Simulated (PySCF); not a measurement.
## Dipole response of Sr⁺ (strontium, charge +1)

[Kr] 4d1, 2D determinant (an excited configuration). Computed with PySCF 2.14 in x2c-TZVPPall with one added diffuse shell each of s, p, d, f type (9s7p7d3f1g, 95 functions), with the spin-free X2C one-electron Hamiltonian (Gaussian nucleus). Coupled (time-dependent) response in atomic units; α is the mean over directions.

```
 method  mean α (bohr³)         α xx, yy, zz  C₆ (like pair)  S(−4)
LC-wPBE           72.24  100.8, 100.8, 15.12           316.0  28240
```

S(−4) is the Cauchy moment in α(ω) = α(0) + S(−4) ω² + …

Spin-orbit coupling is absent.

α(iu) at LC-wPBE:

```
u (hartree)  α(iu) (bohr³)
          0          72.24
     0.0500          41.17
      0.100          25.06
      0.200          15.77
      0.300          11.97
      0.500          8.126
      0.750          5.674
       1.00          4.206
       1.50          2.542
       2.00          1.676
       3.00         0.8703
       5.00         0.3548
```

A single London oscillator, α(iu) = α/(1 + u²/ω²), gives C₆ = (3/4) ω α². Matching the computed C₆ needs ω = 4 × 316.0 / (3 × 72.24²) = 0.0807 hartree.

For an ion, C₆ is the dispersion term alone; charge-induced terms of lower order in 1/R come first.

The components differ because the open shell of this determinant is not spherical; for a pure term their mean is the scalar polarisability.
